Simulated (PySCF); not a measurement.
Isomers of C8H6F2, mass 140.044 u with the commonest isotopes. Theory: PBE0/pcSseg-1 in PySCF (dipole) on a GFN2-xTB geometry, gas phase. One conformer each, none proved a minimum here; rigid rotors.

Question: Order these by rotational constant B, largest first.
A. `C#C/C=C1/C(=C)CC1(F)F`
B. `[CH2:1]=[C:2]1[CH:3]=[CH:4]/[C:5]1=[C:6]([F:7])/[CH:8]=[CH:9]/[F:10]` with C5–C6–C8–C9 180°
C. `C(=C1\[C@@H](F)[C@H](C#C)C1=C)/F`
D. `[CH2:1]=[CH:2][c:3]1[cH:4][cH:5][cH:6][c:7]([F:8])[c:9]1[F:10]` with C1–C2–C3–C4 0°
E. `C(/F)=C1/[C@H](C/C1=C\F)C#C`

Answer: A (1144 MHz), D (1116 MHz), C (964.8 MHz), E (890.0 MHz), B (754.9 MHz).

Question: Order these by radius of gyration √(Σ m r²/M), largest first.
A. `C#C[C@H]1CC(=C\F)/C1=C/F`
B. `[CH2:1]=[CH:2][c:3]1[cH:4][cH:5][cH:6][c:7]([F:8])[c:9]1[F:10]` with C1–C2–C3–C4 0°
C. `[CH2:1]=[C:2]([F:3])[c:4]1[cH:5][cH:6][cH:7][c:8]([F:9])[cH:10]1` with C1–C2–C4–C5 180°
D. `C#C/C=C1/C(=C)CC1(F)F`
E. `[CH2:1]=[C:2]1[CH:3]=[CH:4]/[C:5]1=[C:6]([F:7])/[CH:8]=[CH:9]/[F:10]` with C5–C6–C8–C9 180°

Answer: E (2.488 Å), A (2.394 Å), C (2.310 Å), B (2.192 Å), D (2.167 Å).

Question: Order these by rotational constant A, smallest first.
A. `C#C[C@@H]1C(=C)/C(=C\F)[C@H]1F`
B. `C#C[C@H]1CC(=C\F)/C1=C/F`
C. `[CH2:1]=[C:2]1[CH:3]=[CH:4]/[C:5]1=[C:6]([F:7])/[CH:8]=[CH:9]/[F:10]` with C5–C6–C8–C9 180°
D. `[CH2:1]=[C:2]([F:3])[c:4]1[cH:5][cH:6][cH:7][c:8]([F:9])[cH:10]1` with C1–C2–C4–C5 180°
E. `[CH2:1]=[CH:2][c:3]1[cH:4][cH:5][cH:6][c:7]([F:8])[c:9]1[F:10]` with C1–C2–C3–C4 0°

Answer: B (1906 MHz), A (2008 MHz), E (2295 MHz), C (2558 MHz), D (2683 MHz).

```csv
SMILES,point group,Ia (u·Å²),Ib (u·Å²),Ic (u·Å²),κ,μa (D),μb (D),μc (D)
C=Cc1cccc(F)c1F,Cs,220.19,452.87,673.06,-0.53,1.35,2.19,0.00
C#C[C@H]1CC(=C\F)/C1=C/F,C1,265.17,567.81,772.59,-0.62,0.48,0.51,0.05
C=C(F)c1cccc(F)c1,Cs,188.37,558.98,747.35,-0.77,0.21,0.25,0.00
C#C/C=C1/C(=C)CC1(F)F,Cs,262.08,441.69,611.81,-0.42,1.42,1.72,0.00
C=C1C=C/C1=C(F)/C=C/F,Cs,197.53,669.44,866.97,-0.83,1.57,0.14,0.00
C#C[C@@H]1C(=C)/C(=C\F)[C@H]1F,C1,251.72,523.81,710.61,-0.61,0.33,0.44,0.77
```
